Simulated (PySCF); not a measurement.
# What a mistake does to a calculation on CH6NOSi

These are calculations, not measurements. The program is PySCF 2.14.0, an open-source quantum chemistry code, run on an isolated molecule that a program drew, which may never have been made. The molecule is CH6NOSi (charge 0, doublet), drawn as the SMILES string `N[CH]O[SiH3]`.

Each row is a Hartree-Fock (HF) and frozen-core CCSD(T) single point in the cc-pV(D+d)Z basis, meant for a local HF minimum. Run 1 is clean. Each other run has one planted mistake out of seven kinds, and not every kind appears here: one electron removed, one electron added, multiplicity raised by two, geometry at a saddle point, minimal basis STO-3G, one bond length entered in bohr, all coordinates scaled. The reference is restricted for singlets and unrestricted otherwise, and also for a bond in bohr. Adding or removing an electron swaps singlet and doublet. Electrons count all cores. HOMO and LUMO are orbital energies over both spins, the gradient is its largest component, and the lowest frequency (negative if imaginary) is given only where the gradient is small. Bond lengths are over the 9 bonds as drawn. T1 is the CCSD diagnostic: over 0.02 (restricted) or 0.045 (unrestricted) a single reference is doubtful.

Geometry of the clean run:
```xyz
10
CH6NOSi, angstrom
N    -1.6092   -0.4663   -0.1149
C    -0.6065    0.3647    0.4101
O     0.2163   -0.0891    1.4092
Si    0.9839   -1.5432    1.5750
H    -1.2484   -1.3191   -0.5052
H    -2.3188   -0.7007    0.5632
H    -0.8819    1.3994    0.5688
H     1.6022   -1.9547    0.2943
H     2.0146   -1.3619    2.6109
H     0.0366   -2.6004    1.9941
```

| run | electrons | basis functions | <S^2> | HOMO (eV) | LUMO (eV) | gradient (hartree/bohr) | lowest frequency (cm^-1) | mean bond (Å) | longest bond (Å) | T1 | HF (hartree) | CCSD(T) (hartree) | mistake |
|---|---|---|---|---|---|---|---|---|---|---|---|---|---|
| 1 | 41 | 95 | 0.759 | -9.30 | 3.77 | 2.0e-05 | 40 | 1.3286 | 1.653 | 0.0146 | -459.59908 | -460.23189 | no fault |
| 2 | 41 | 95 | 0.759 | -9.42 | 3.72 | 1.3e-02 | - | 1.3512 | 1.681 | 0.0150 | -459.59622 | -460.23268 | all coordinates scaled |
| 3 | 40 | 95 | 0.000 | -17.72 | -5.81 | 1.4e-01 | - | 1.3286 | 1.653 | 0.0242 | -459.32019 | -459.95817 | one electron removed |
| 4 | 42 | 95 | 0.000 | 1.00 | 8.62 | 1.0e-01 | - | 1.3286 | 1.653 | 0.0237 | -459.49477 | -460.17065 | one electron added |
| 5 | 41 | 95 | 1.713 | -8.61 | 1.74 | 2.6e-02 | - | 1.4642 | 2.592 | 0.0581 | -459.48243 | -460.08111 | ? |

**Which mistake was planted in run 5, and what did it cost?**

The mean bond changes by a factor of 1.102 and the longest by 1.568, so the molecule wasn't scaled as a whole. A length L in bohr read as angstrom grows by (1/0.5292 - 1) L = 0.890 L. The 9 bonds together grew by 9 x 0.1356 = 1.220 Å, which gives L = 1.372 Å. That is bond C2-O3, 1.372 Å in the clean geometry. So the mistake is: one bond length entered in bohr. Subtracting run 1 and multiplying by 627.51 kcal/mol a hartree, the energy moved by 73.2 kcal/mol in HF and 94.6 kcal/mol in CCSD(T).

Cautions from the logs. Run 3: T1 is over the limit, so its CCSD(T) energy is less reliable; run 4: T1 is over the limit, so its CCSD(T) energy is less reliable and the HOMO is above zero, so the electron isn't bound and the energy depends on the basis; run 5: T1 is over the limit, so its CCSD(T) energy is less reliable.
